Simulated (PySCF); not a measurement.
The multiplicity is imposed and other spin states were not computed.

Cartesian coordinates (Å):
```xyz
5

Zn     0.0208     0.0182     0.0225
O     -0.2996    -1.7212    -0.2208
H     -0.7614    -2.1117     0.5445
S      0.4658     2.1419     0.1550
H      1.6913     1.9012     0.7053
```
Charge 0, spin multiplicity 1.

Q: Predict the dipole moment, charge on the central atom (Mulliken), total energy, HOMO–LUMO gap, LUMO, HOMO and charge on the central atom (meta-Löwdin) from TPSSh-D3(BJ)/def2-TZVP // PBE-D3(BJ)/def2-SVP in PySCF.

A: 
| Quantity | Result |
|---|---|
| dipole moment | 1.56 D |
| charge on the central atom (Mulliken) | 0.50 e |
| total energy | -2254.1239 Ha |
| HOMO–LUMO gap | 5.36 eV |
| LUMO | -1.47 eV |
| HOMO | -6.83 eV |
| charge on the central atom (meta-Löwdin) | 1.18 e |
